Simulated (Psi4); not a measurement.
Pair of molecules, SMILES N#N with SMILES P (the first has 2 atoms); geometry from B3LYP-D3(BJ)/def2-TZVP.
(charge 0, multiplicity 1):
```
atom    x (Å)    y (Å)    z (Å)
----  -------  -------  -------
N      0.6469  -0.2110  -0.5113
N     -0.3349   0.2639  -0.4876
P      0.0248   0.1078   3.5463
H      1.1199   0.6326   2.8130
H      0.0164  -1.1108   2.8201
H     -0.9388   0.7142   2.7001
```

The numbers are results of Psi4 with SAPT0/jun-cc-pV(D+d)Z, not measurements.

Q: Give the four SAPT terms and the total, and say what mostly holds the pair together.

A: electrostatics -0.29, exchange 0.87, induction -0.04, dispersion -0.59, total -0.06 kcal/mol; the largest attraction is dispersion.
